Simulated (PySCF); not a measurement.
**Two-component Hartree-Fock for O⁺ (oxygen, charge +1)**

Start: [He] 2s1 2p4; 2s1/2 filled at m_j = +1/2; 2p1/2 filled at m_j = +1/2; 2p3/2 filled at m_j = -1/2, +1/2, +3/2. Calculated with PySCF 2.14 in x2c-TZVPall-2c (5s3p2d1f, 31 functions): generalised Hartree-Fock with the X2C-1e Hamiltonian and a Gaussian nucleus; one run each with spin-orbit coupling (SO) switched off, then screened by Boettger's factors. This is a chosen level, not necessarily the ground level.

```csv
spinor shell,electrons,"ε, spin-free (eV)","ε, screened SO (eV)",weight of nominal j (screened SO),"rms radius, screened SO (bohr)"
1s1/2,2,-581.22,-581.21,1.000,0.231
2s1/2,1,-56.946,-56.942,1.000,1.16
2p3/2,3,-34.101,-36.554,0.665,1.20
2p1/2,1,-34.101,-26.747,0.665,1.36
```

| quantity | spin-free | screened SO |
| --- | --- | --- |
| E (hartree) | -73.87466 | -73.87508 |
| M_J | 5/2 | 5/2 |
| ⟨J²⟩ | 8.762 | 8.762 |
| ⟨L²⟩ | 2.001 | 2.001 |
| ⟨S²⟩ | 3.761 | 3.761 |

Each row is a mean over spinors that exchange with the open shell spreads, by up to 4.968 eV (1s1/2).

Rows whose weight is well below 1 are mixtures of j = l ± 1/2: exchange outweighs spin-orbit coupling there, and the label is only the starting occupation.

Without spin-orbit coupling the j labels of p, d and f shells carry no meaning; the spin-free column gives the mean over the occupied spinors of each nl shell.
